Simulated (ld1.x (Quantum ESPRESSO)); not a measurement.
## What the settings do to the PAW potential of O

Base potential:

oxygen (O), PAW, made with ld1.x (Quantum ESPRESSO) 7.5 (PBEsol, scalar-relativistic). Core [He], reference 2s2 2p4. Waves: 2s (bound): rcut 0.60, rcutus 0.75 bohr; 2s channel at 0.5 Ry: rcut 0.60, rcutus 0.75 bohr; 2p (bound): rcut 0.85, rcutus 1.20 bohr; 2p channel at -0.3 Ry: rcut 0.85, rcutus 1.20 bohr. Local part: all-electron potential smoothed inside 0.55 bohr (lloc = -2). Core correction: Bessel-smoothed model core inside 0.50 bohr. Augmentation charge: BESSEL, radius 0.50 bohr.

All-electron outer shells of the reference configuration (PBEsol, scalar-relativistic, ld1.x):

```csv
shell,level (eV),outermost node (bohr),outermost maximum (bohr)
1s,-512.77,–,0.13
2s,-23.81,0.28,0.87
2p,-8.97,–,0.82
```

Cutoffs, loose and tight: the cutoffs (Ry, on a coarse ladder) from which the occupation-weighted sum of valence levels, in a spherical-Bessel basis at the reference potential, stays within 10 and 1 mRy of its value at 400 Ry. They do not see the model core or the augmentation charge, which bear on the density cutoff. Test errors are all-electron minus pseudo excitation energies from the reference, over the configurations 2s2 2p3; 2s2 2p2; 2s2 2p1; 2s1 2p5; 2s2 2p3.5; 2s1 2p4; 2s0 2p6. A dash means not determined; rows that change the core or the reference have their own tests.

```tsv
change	outcome	cutoff, loose	cutoff, tight	bound ghosts	largest test error (meV)
base	generated	55 Ry	100 Ry	none	-17
all radii but the core radius scaled by about 0.79 (s 0.60, p 0.94 bohr, rcut 0.48/0.68); local potential all-electron potential smoothed inside 0.44 bohr (lloc = -2); augmentation BESSEL, radius 0.40 bohr	failed: new_paw_hamiltonian: negative rho	–	–	–	–
all radii but the core radius scaled by about 0.85 (s 0.64, p 1.02 bohr, rcut 0.50/0.72); local potential all-electron potential smoothed inside 0.46 bohr (lloc = -2); augmentation BESSEL, radius 0.42 bohr	generated	80 Ry	140 Ry	none	-14
all radii but the core radius scaled by about 1.17 (s 0.88, p 1.40 bohr, rcut 0.70/0.98); local potential all-electron potential smoothed inside 0.64 bohr (lloc = -2); augmentation BESSEL, radius 0.58 bohr	generated	35 Ry	70 Ry	none	-20
all radii but the core radius scaled by about 1.28 (s 0.96, p 1.54 bohr, rcut 0.76/1.10); local potential all-electron potential smoothed inside 0.70 bohr (lloc = -2); augmentation BESSEL, radius 0.64 bohr	generated	30 Ry	55 Ry	none	-18
all radii but the core radius scaled by about 1.35 (s 1.02, p 1.62 bohr, rcut 0.82/1.16); local potential all-electron potential smoothed inside 0.74 bohr (lloc = -2); augmentation BESSEL, radius 0.68 bohr	generated	30 Ry	50 Ry	none	-16
```

(1) What comes out with this change to the base: all radii but the core radius scaled by about 0.95 (s 0.72, p 1.14 bohr, rcut 0.58/0.80); local potential all-electron potential smoothed inside 0.52 bohr (lloc = -2); augmentation BESSEL, radius 0.48 bohr?

(2) What comes out with this change to the base: all radii but the core radius scaled by about 1.07 (s 0.80, p 1.28 bohr, rcut 0.64/0.90); local potential all-electron potential smoothed inside 0.58 bohr (lloc = -2); augmentation BESSEL, radius 0.54 bohr?

Answers

(1) outcome: generated; cutoff, loose: 70 Ry; cutoff, tight: 110 Ry; bound ghosts: none; largest test error (meV): -16.

(2) outcome: generated; cutoff, loose: 50 Ry; cutoff, tight: 80 Ry; bound ghosts: none; largest test error (meV): -18.

Reading the sweep of the scale of all radii but the core radius (base = 1) (base included, trends over the rows without a ghost): The loose cutoff falls from 80 Ry at 0.85 to 30 Ry at 1.35. A larger radius leaves more room for a smooth pseudo-wave, so fewer plane waves are needed; a smaller one forces it to follow the all-electron wave where it bends sharply. The median size of the test errors (rows with all tests solved) is not monotonic: lowest 1.2 meV at 0.85, highest 3.6 meV at 0.95. The generation fails at 0.79.
